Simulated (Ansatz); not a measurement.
Species: sum formula H6SiNO3, charge 1, multiplicity 1. It need not be the lowest isomer of its formula. 
Geometry from a B3LYP-D3(BJ)/def2-TZVP (Ansatz, a first-principles code) optimisation:
```
Si
O 1 1.6047
H 2 0.9617 1 125.43
O 1 1.6047 2 121.30 3 -95.75
H 4 0.9617 1 125.43 2 95.75
N 1 1.6575 2 115.38 3 51.77
H 6 1.0087 1 123.55 2 -168.12
H 6 1.0087 7 112.60 1 173.90
O 1 1.8293 2 93.15 3 168.64
H 9 0.9726 1 117.47 2 -7.41
H 9 0.9726 10 110.96 1 -139.10
```
Charge +1, spin multiplicity 1.

Total electronic energies in hartree. Correlated levels leave the core frozen unless marked. No spin-orbit coupling. Non-relativistic. Basis-set limits of correlation are two-point, X^-3; Hartree-Fock from the larger set.

```csv
level,program,energy (Eh)
HF/6-31G,Ansatz,-571.19275
HF/cc-pwCVTZ,Ansatz,-571.55888
RI-HF/cc-pV(Q+d)Z,Ansatz,-571.58269
PBE-D4/def2-TZVPD,Ansatz + dftd4,?
revPBE-D4/def2-TZVPD,Ansatz + dftd4,-573.44549
revPBE/def2-TZVPD,Ansatz,-573.42252
HSE06-D4/def2-TZVPD,Ansatz + dftd4,?
B2PLYP-D3(BJ)/def2-TZVPD,Ansatz + dftd3,?
"CCSD(T)/CBS(cc-pV(T+d)Z,cc-pV(Q+d)Z)",Ansatz,-572.8238
```

Q: Complete the blanks.

A: 
- PBE-D4/def2-TZVPD, energy (Eh): -573.13325
- HSE06-D4/def2-TZVPD, energy (Eh): -573.14733
- B2PLYP-D3(BJ)/def2-TZVPD, energy (Eh): -573.28742
